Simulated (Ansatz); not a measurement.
Results of the Gaussian-basis code of Ansatz.

A structure relaxed at PBE0-D4/def2-TZVP, charge 0, multiplicity 1:

```json
{"atom": "B1", "x (Å)": "1.565", "y (Å)": "-1.352", "z (Å)": "-1.006"}
{"atom": "O2", "x (Å)": "0.289", "y (Å)": "-1.071", "z (Å)": "-0.721"}
{"atom": "C3", "x (Å)": "-0.235", "y (Å)": "0.034", "z (Å)": "0.041"}
{"atom": "C4", "x (Å)": "0.840", "y (Å)": "0.983", "z (Å)": "0.535"}
{"atom": "C5", "x (Å)": "-0.980", "y (Å)": "-0.589", "z (Å)": "1.210"}
{"atom": "C6", "x (Å)": "-1.198", "y (Å)": "0.753", "z (Å)": "-0.890"}
{"atom": "H7", "x (Å)": "1.747", "y (Å)": "-2.340", "z (Å)": "-1.662"}
{"atom": "H8", "x (Å)": "2.479", "y (Å)": "-0.669", "z (Å)": "-0.637"}
{"atom": "H9", "x (Å)": "1.399", "y (Å)": "1.423", "z (Å)": "-0.293"}
{"atom": "H10", "x (Å)": "0.366", "y (Å)": "1.792", "z (Å)": "1.093"}
{"atom": "H11", "x (Å)": "1.547", "y (Å)": "0.481", "z (Å)": "1.197"}
{"atom": "H12", "x (Å)": "-1.485", "y (Å)": "0.181", "z (Å)": "1.797"}
{"atom": "H13", "x (Å)": "-1.727", "y (Å)": "-1.297", "z (Å)": "0.847"}
{"atom": "H14", "x (Å)": "-0.288", "y (Å)": "-1.123", "z (Å)": "1.864"}
{"atom": "H15", "x (Å)": "-1.947", "y (Å)": "0.055", "z (Å)": "-1.270"}
{"atom": "H16", "x (Å)": "-0.662", "y (Å)": "1.179", "z (Å)": "-1.740"}
{"atom": "H17", "x (Å)": "-1.709", "y (Å)": "1.561", "z (Å)": "-0.363"}
```

Task: Give its formula and SMILES.

Result: C4H11BO, `BOC(C)(C)C`.

Task: Point group (tolerance 0.08 Å, 0.16 Å for H)?

Result: Cs.

Task: Summarise the bond lengths by kind.

Result: 1 × B–O 1.337 Å; 2 × B–H 1.199 to 1.200 Å; 1 × C–O 1.441 Å; 3 × C–C 1.517 to 1.520 Å; 9 × C–H 1.091 to 1.092 Å.
